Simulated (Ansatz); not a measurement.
# Worked example: C3H7Cl + C2H10OSi2 → C3H8O + C2H9ClSi2

Species: C3H7Cl (1-chloropropane) `CCCCl`, singlet; C2H10OSi2 `O[SiH2]CC[SiH3]`, singlet; C3H8O (1-propanol) `CCCO`, singlet; C2H9ClSi2 `[SiH3]CC[SiH2]Cl`, singlet. The partners trade Cl for OH: C–Cl and Si–OH bonds give way to C–OH and Si–Cl.

Shapes, held fixed at every level: PBE0-D4/def2-TZVP. Flexible molecules stand in one conformer, not always the lowest. Programs: Ansatz 0.2.0. Electronic energies: no zero-point or thermal term.

At CCSD(T)/CBS estimate; 1 Eh = 2625.50 kJ/mol:

```
  species   energy (Eh)
   C3H7Cl   -578.157850
C2H10OSi2   -735.502291
    C3H8O   -194.143418
C2H9ClSi2  -1119.508761
```

Question: Work out ΔE of the reaction at this level.

Answer: 
1. Products less reactants: (-194.143418) + (-1119.508761) − [(-578.157850) + (-735.502291)] = 0.007962 Eh = +20.9 kJ/mol.

Other levels give +14.3 (PBE0-D4/def2-TZVPP) to +21.3 kJ/mol (B2PLYP/def2-TZVPP). No measured value is set beside it here. The CBS estimate extrapolates MP2 from def2-TZVPP and def2-QZVPP and adds CCSD(T) − MP2 in the triple-zeta set, cores frozen.
